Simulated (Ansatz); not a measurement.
Si(tBu)2Me2 (C₁₀H₂₄Si) was relaxed with PBE-D4 (def2-SVP) in Ansatz in these states: charge +1 doublet, neutral singlet. The geometries follow in no particular order.

A:

```xyz
35

Si   -0.650   -0.040    0.224
C    -0.091   -0.796   -1.480
C     0.766    0.194   -2.288
C    -1.366   -1.119   -2.287
C     0.697   -2.104   -1.267
H     0.988   -0.220   -3.298
H     0.254    1.167   -2.440
H     1.741    0.399   -1.801
H    -1.941   -0.206   -2.544
H    -2.048   -1.805   -1.743
H    -1.096   -1.619   -3.245
H     0.098   -2.866   -0.727
H     1.633   -1.947   -0.695
H     0.981   -2.546   -2.249
C     0.751    0.838    1.251
C     1.092    2.214    0.648
C     2.026   -0.022    1.325
C     0.216    1.050    2.683
H     1.868    2.722    1.264
H     1.490    2.138   -0.383
H     0.209    2.885    0.618
H     2.511   -0.139    0.335
H     1.825   -1.038    1.725
H     2.774    0.453    2.000
H     0.024    0.091    3.205
H    -0.726    1.637    2.699
H     0.961    1.613    3.290
C    -1.382   -1.445    1.274
H    -1.940   -1.042    2.143
H    -0.598   -2.127    1.664
H    -2.091   -2.057    0.679
C    -2.023    1.233   -0.097
H    -2.948    0.737   -0.453
H    -1.727    1.982   -0.860
H    -2.278    1.784    0.831
```

B:

Cartesian coordinates in Å:
```
Si 0.438 0.156 0.652
C 1.119 -0.480 -1.176
C 0.332 -1.662 -1.706
C 2.531 -0.892 -0.712
C 1.147 0.714 -2.118
H 0.877 -2.090 -2.578
H 0.230 -2.481 -0.967
H -0.670 -1.376 -2.079
H 2.537 -1.803 -0.085
H 3.094 -0.086 -0.200
H 3.105 -1.127 -1.639
H 1.746 1.559 -1.728
H 0.139 1.080 -2.386
H 1.624 0.392 -3.073
C -1.599 0.309 0.461
C -2.196 -1.087 0.555
C -2.006 1.068 -0.787
C -1.842 1.136 1.740
H -3.306 -0.990 0.566
H -1.952 -1.723 -0.316
H -1.909 -1.619 1.482
H -1.873 0.473 -1.712
H -1.480 2.037 -0.895
H -3.093 1.303 -0.722
H -1.479 2.177 1.663
H -1.441 0.671 2.663
H -2.948 1.182 1.872
C 1.193 1.830 1.033
H 1.019 2.096 2.095
H 0.790 2.642 0.397
H 2.293 1.803 0.890
C 0.829 -1.110 1.980
H 1.901 -1.058 2.256
H 0.597 -2.149 1.670
H 0.254 -0.897 2.904
```

**Question.** Judge from the bond lengths which geometry belongs to which state (an estimate).

**Answer.** A is the neutral singlet (Si1–C2 1.946 Å, Si1–C15 1.946 Å, Si1–C28 1.901 Å); B is the charge +1 doublet (Si1–C2 2.052 Å, Si1–C15 2.052 Å, Si1–C28 1.876 Å).
